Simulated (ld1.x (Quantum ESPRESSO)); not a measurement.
Pseudopotential generation for vanadium: TM, PBE, scalar-relativistic.

| Property | Result |
| --- | --- |
| Element | vanadium (V) |
| Generator | ld1.x (Quantum ESPRESSO) 7.5 |
| Type | norm-conserving Troullier–Martins (Kleinman–Bylander form) |
| Functional | PBE |
| Relativity | scalar-relativistic |
| Frozen core | [Ne] |
| Valence charge | 13 |
| Reference configuration | 3s2 3p6 3d3 4s1 4p0 (charge +1) |
| Partial waves | 3p (bound): rc 1.15 bohr; 3d (bound): rc 1.05 bohr; 3s (bound): rc 1.35 bohr |
| Local potential | the s channel |
| Core correction | none |

Occupied shells without a wave of their own: 4s. They enter only through the test configuration that unscreens the potential.

All-electron outer shells of the reference configuration (PBE, scalar-relativistic, ld1.x):

```json
{"shell": "2p", "level (eV)": "-510.70", "outermost node (bohr)": "–", "outermost maximum (bohr)": "0.21"}
{"shell": "3s", "level (eV)": "-77.83", "outermost node (bohr)": "0.38", "outermost maximum (bohr)": "0.82"}
{"shell": "3p", "level (eV)": "-51.65", "outermost node (bohr)": "0.35", "outermost maximum (bohr)": "0.84"}
{"shell": "3d", "level (eV)": "-12.63", "outermost node (bohr)": "–", "outermost maximum (bohr)": "0.90"}
{"shell": "4s", "level (eV)": "-10.90", "outermost node (bohr)": "1.17", "outermost maximum (bohr)": "2.59"}
{"shell": "4p", "level (eV)": "-6.83", "outermost node (bohr)": "1.29", "outermost maximum (bohr)": "3.20"}
```

Results:

```json
{
 "Cutoffs needed": "160 Ry and 180 Ry (the cutoffs (Ry, on a coarse ladder) from which the occupation-weighted sum of valence levels, in a spherical-Bessel basis at the reference potential, stays within 10 and 1 mRy of its value at 400 Ry)",
 "Ghost test": "no extra level below or beside the all-electron valence levels (p, d, s, f tested) (spherical-Bessel basis up to 400 Ry, 20 bohr box)",
 "Largest excitation error": "-866 meV (all-electron minus pseudo) for 3s2 3p6 3d2 4s0 4p0, out of 7 test configurations"
}
```

The potential misses its own reference levels by up to 0.4 eV.

Generation and tests took about 1.5 s on one core of a shared server CPU.
